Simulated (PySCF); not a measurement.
## EPR parameters of C3H6ClOSi2

Species: C3H6ClOSi2 (doublet state).
Geometry (GFN2-xTB, Å), atoms numbered from 1 in this order:
```xyz
13
C3H6ClOSi2 angstrom
C     -2.0560    1.5977   -0.4167
C     -1.8121    0.4258   -0.3877
C     -1.4786   -0.9735   -0.3527
Si     0.1833   -1.3358   -1.2639
Cl     0.8826   -3.1519   -0.6483
O      1.2599   -0.2170   -0.8230
Si     2.0867    0.7849    0.1613
H     -2.2955    2.6183   -0.4386
H     -1.3616   -1.2856    0.6904
H     -2.2916   -1.5562   -0.7877
H      2.3946    1.9280   -0.6885
H      1.2151    1.1218    1.2853
H      3.2689    0.0438    0.5948
```

The hyperfine couplings belong to this conformer and change with its torsions.

Identity: `C(C[Si](Cl)O[SiH3])#C` [radical].

Method used: UKS B3LYP, pcH-1 on C Cl H O Si, non-relativistic, mean-field spin-orbit, GIAO (PySCF). Geometry: GFN2-xTB, one conformer, isolated molecule. GFN2-xTB frequencies show an imaginary mode (27i cm⁻¹), so this geometry is no minimum at that level. A GFN2-xTB geometry isn't a minimum of the functional, and hyperfine couplings can be far from their values at a DFT geometry, by a factor of two or more for some ions and for spin on atoms past the first row. No stability test was run, so a lower SCF solution isn't excluded.

- g1, g2, g3: 2.00096, 2.00210, 2.00521
- g_iso: 2.00276
- Form of g: rhombic: the two nearest values differ by 27 % of g3 − g1
- ⟨S²⟩: 0.7515 (exact 0.7500)
- α and β electrons: 39, 38
- HOMO–LUMO gap, α and β orbitals: 5.94, 4.55 eV
- Basis functions: 265

Hyperfine couplings atom by atom, in 10⁻⁴ cm⁻¹; T1 to T3 are the principal values of the dipolar part (1 × 10⁻⁴ cm⁻¹ = 2.998 MHz):

```json
{"atom": "C1", "isotope": "13C", "a_iso": "0.7", "of which spin–orbit": "0.0", "T1": "-0.6", "T2": "-0.5", "T3": "1.1", "Mulliken spin population": "0.02"}
{"atom": "C2", "isotope": "13C", "a_iso": "-2.2", "of which spin–orbit": "0.0", "T1": "-0.5", "T2": "-0.1", "T3": "0.6", "Mulliken spin population": "-0.02"}
{"atom": "C3", "isotope": "13C", "a_iso": "30.8", "of which spin–orbit": "0.0", "T1": "-3.6", "T2": "-3.4", "T3": "7.0", "Mulliken spin population": "0.08"}
{"atom": "Si4", "isotope": "29Si", "a_iso": "-298.8", "of which spin–orbit": "0.3", "T1": "-44.4", "T2": "21.9", "T3": "22.5", "Mulliken spin population": "0.79"}
{"atom": "Cl5", "isotope": "35Cl", "a_iso": "10.4", "of which spin–orbit": "0.1", "T1": "-6.6", "T2": "-6.3", "T3": "12.9", "Mulliken spin population": "0.07"}
{"atom": "O6", "isotope": "17O", "a_iso": "-22.9", "of which spin–orbit": "0.0", "T1": "-6.2", "T2": "2.9", "T3": "3.3", "Mulliken spin population": "0.03"}
{"atom": "Si7", "isotope": "29Si", "a_iso": "-4.0", "of which spin–orbit": "0.0", "T1": "-1.7", "T2": "0.8", "T3": "0.9", "Mulliken spin population": "0.01"}
{"atom": "H8", "isotope": "1H", "a_iso": "-0.6", "of which spin–orbit": "0.0", "T1": "-0.5", "T2": "-0.2", "T3": "0.7", "Mulliken spin population": "0.00"}
{"atom": "H9", "isotope": "1H", "a_iso": "9.2", "of which spin–orbit": "0.0", "T1": "-2.0", "T2": "-0.1", "T3": "2.1", "Mulliken spin population": "0.02"}
{"atom": "H10", "isotope": "1H", "a_iso": "-2.2", "of which spin–orbit": "0.0", "T1": "-2.2", "T2": "-0.9", "T3": "3.1", "Mulliken spin population": "-0.01"}
{"atom": "H11", "isotope": "1H", "a_iso": "-0.2", "of which spin–orbit": "0.0", "T1": "-0.4", "T2": "-0.3", "T3": "0.7", "Mulliken spin population": "0.00"}
{"atom": "H12", "isotope": "1H", "a_iso": "1.7", "of which spin–orbit": "0.0", "T1": "-0.4", "T2": "-0.2", "T3": "0.7", "Mulliken spin population": "0.00"}
{"atom": "H13", "isotope": "1H", "a_iso": "0.3", "of which spin–orbit": "0.0", "T1": "-0.4", "T2": "-0.3", "T3": "0.7", "Mulliken spin population": "0.00"}
```

Largest spin populations (Mulliken): Si4 (+0.79), C3 (+0.08) and Cl5 (+0.07). Si4 is the only atom above +0.15. The angles at Si4 add up to 324.8°, so it is pyramidal.

Axes: g3 points within 9° of the Si4–O6 bond.

Under fast tumbling the dipolar parts average out, and these isotropic splittings remain: 1 × 35Cl (Cl5, I = 3/2, 4 lines) with 1.11 mT, 2 × 1H (H9/H10, I = 1/2, 3 lines) with 0.38 mT, 1 × 1H (H8, I = 1/2, 2 lines) with 0.07 mT and 3 × 1H (H11/H12/H13, I = 1/2, 4 lines) with 0.06 mT.

Nuclei that the bonding pattern makes equivalent are averaged, as if the motion that swaps them (rotation, inversion, ring flip) were fast. The three 1H nuclei of mean +1.8 MHz run from -0.6 to 5.2 MHz in the frozen geometry. The 1H value of +10.6 MHz is a mean of couplings from -6.5 to 27.7 MHz in this one geometry, not an average over conformers.

Main isotope only: 35Cl (natural samples also hold 24 % 37Cl, magnetic too, which adds its own pattern).

The 29Si coupling of Si4 (-895.8 MHz) shows only in satellite lines or after enrichment, since that isotope makes up about 4.7 % of natural silicon.

The 17O coupling of O6 (-68.6 MHz) shows only in satellite lines or after enrichment, since that isotope makes up about 0.038 % of natural oxygen.

Examples of negative spin density at the nucleus (bohr⁻³): C2 (-0.0060).
